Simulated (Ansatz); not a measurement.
Born–Oppenheimer molecular dynamics of C₂H₁₂N₄Si (19 atoms, charge 0, multiplicity 1). It goes on from the last frame of an earlier run, with new velocities.

Theory: Ansatz, RKS CAM-B3LYP-D4/STO-3G.

* ensemble: NVT, Langevin thermostat
* time step: 0.5 fs
* steps asked: 100
* set temperature: 700 K
* friction: 0.01 /fs
* seed: 574891

First frame:

```xyz
19
Properties=species:S:1:pos:R:3
Si 0.003 -0.026 0.013
N 0.029 -0.272 1.659
C -1.076 -0.645 2.541
H -1.855 -1.219 1.940
H -0.691 -1.181 3.349
H -1.642 0.256 2.872
C 1.076 0.222 2.515
H 1.406 -0.524 3.249
H 2.035 0.385 1.901
H 0.804 1.138 3.050
N 1.737 0.100 -0.446
H 2.353 -0.673 -0.072
H 1.951 0.038 -1.479
N -0.528 1.439 -0.704
H -1.430 1.873 -0.354
H 0.240 2.131 -0.472
N -1.137 -1.298 -0.371
H -0.686 -2.216 -0.257
H -1.428 -1.170 -1.319
```

How far do the bonds stretch over the last three quarters of this one trajectory? (Pairs bonded in most of those frames.)


```
   bond  mean (Å)  spread (Å)  shortest  longest
 Si1–N2     1.774       0.081      1.62     1.86
Si1–N11     1.731       0.053      1.66     1.86
Si1–N14     1.768       0.017      1.73     1.80
Si1–N17     1.730       0.054      1.64     1.81
  N2–C3     1.497       0.052      1.41     1.57
  N2–C7     1.505       0.030      1.47     1.56
  C3–H4     1.107       0.038      1.05     1.16
  C3–H5     1.116       0.054      1.03     1.20
  C3–H6     1.110       0.018      1.08     1.14
  C7–H8     1.108       0.037      1.05     1.16
  C7–H9     1.110       0.048      1.03     1.19
 C7–H10     1.117       0.039      1.05     1.18
N11–H12     1.033       0.012      1.01     1.06
N11–H13     1.036       0.012      1.01     1.06
N14–H15     1.041       0.044      0.97     1.12
N14–H16     1.042       0.019      1.01     1.07
N17–H18     1.037       0.027      0.98     1.09
N17–H19     1.038       0.035      0.98     1.10
```

Mean temperature of the second half: 597 K. The mean temperature of the second half is 15 % below the set value. A run of 0.05 ps of so small a system gives no equilibrium averages. Limits of this set-up: minimal basis.

The run took 6.3 min on 1 thread of Intel(R) Xeon(R) 6975P-C (Granite Rapids), with other jobs on the host, peak memory 0.18 GiB.
